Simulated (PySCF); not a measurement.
# Dipole moment and polarisability of `O=C(F)C(F)(F)F`

Compound: C2F4O.
Cartesian coordinates in Å at the GFN2-xTB level; atoms count from 1:
```xyz
7
C2F4O angstrom
O      1.253    1.215   -0.775
C      0.852    0.223   -0.301
F      1.618   -0.852   -0.095
C     -0.599   -0.076    0.177
F     -0.622   -0.387    1.474
F     -1.120   -1.101   -0.500
F     -1.378    0.984   -0.009
```

Level: wB97X-D/def2-SVPD (PySCF), static field, nuclei fixed, core orbitals frozen in the response. The polarisability tensor in these axes (au):

```
x   32.32  0.83 -1.73
y    0.83 34.03 -2.94
z   -1.73 -2.94 28.27
```

**Question.** Diagonalise the tensor; give its mean and Δα, where Δα² is half the sum of the squared differences of the eigenvalues.

**Answer.** Principal values 26.73, 32.01 and 35.87 au; mean 31.54 au = 4.67 Å³ = 5.20 × 10⁻⁴⁰ C²·m²/J; Δα = 7.95 au (25 % of the mean).

**Question.** What is the dipole moment, and where does it point?

**Answer.** (-0.21, -0.54, 0.26) D, 0.63 D in size, pointing from the negative to the positive side. Measured along this direction, the outermost atoms are O1 at the negative end and F5 and F6 at the positive end.

**Question.** What are the principal values of the traceless quadrupole moment, Θ = ½Σq(3rr − r²1), about the centre of nuclear charge?

**Answer.** -3.61, 0.01, 3.60 D·Å. The values depend on the origin, since the dipole doesn't vanish. The electronic extent ⟨r²⟩ about the same centre is 589 bohr², a root-mean-square distance of 1.72 Å for the 56 electrons.

**Question.** What depolarisation ratio follows for Rayleigh scattering of linearly polarised light, taking the static tensor?

**Answer.** ρ = 3Δα²/(45ᾱ² + 4Δα²) = 189.5/(44762 + 252.7) = 0.00421.

**Question.** Give the principal axes and the span of the nuclei along them.

**Answer.** Largest value along (0.39, 0.83, -0.41), where the nuclei span 2.97 Å; middle along (0.89, -0.45, -0.06), 3.50 Å; least along (0.23, 0.34, 0.91), 2.16 Å. The strongest response doesn't lie along the longest of the three spans.

Isolated species at its GFN2-xTB geometry, gas phase.
